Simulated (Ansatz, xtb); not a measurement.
# A geometry optimisation of C2HGeSn with r2SCAN-D4/def2-SVP

The starting geometry of this gas-phase doublet was built from a drawn formula by distance geometry and a force field; its bonds are those of `[Ge]=[C]1[CH]=[Sn]1`.

```xyz
5

C    -1.6865   -1.1619    0.0704
C    -0.6295   -0.1303   -0.4732
Ge   -2.2342   -1.6557    1.6795
Sn   -1.5509   -1.1172   -1.8605
H     0.1312    0.6033   -0.2889
```

Q: Predict what it relaxes into with r2SCAN-D4/def2-SVP.

A: A new bond forms, giving a structure given below by its coordinates. Distances that change by over a tenth: C1–C2 (1.57 → 1.29 Å), C1–Sn4 (1.94 → 2.33 Å), C2–Sn4 (1.94 → 2.37 Å). Contacts that close: Ge3–Sn4 (3.65 → 2.72 Å).

The energy falls by 2.75 eV over 13 steps:

```tsv
step	E − E(last) (eV)
1	2.753
2	1.279
4	0.707
5	0.532
6	0.398
8	0.085
9	0.037
10	0.026
12	0.003
13	0.000
```

Final geometry (Å):

```json
{"atom": "C", "x (Å)": "-1.2278", "y (Å)": "-0.6860", "z (Å)": "0.5143"}
{"atom": "C", "x (Å)": "-0.5148", "y (Å)": "-0.0298", "z (Å)": "-0.3384"}
{"atom": "Ge", "x (Å)": "-2.5612", "y (Å)": "-1.9756", "z (Å)": "1.0383"}
{"atom": "Sn", "x (Å)": "-1.9176", "y (Å)": "-1.4879", "z (Å)": "-1.5633"}
{"atom": "H", "x (Å)": "0.2515", "y (Å)": "0.7174", "z (Å)": "-0.5236"}
```

From the same start GFN2-xTB reaches the same bonding as this run.

No frequencies were run, so the end isn't proven a minimum. Open shells are spin-unrestricted. Atoms past krypton carry core potentials, without spin–orbit terms. Run with Ansatz 0.2.0, 53 s on 2 threads of Intel(R) Xeon(R) 6975P-C (Granite Rapids) (shared host).
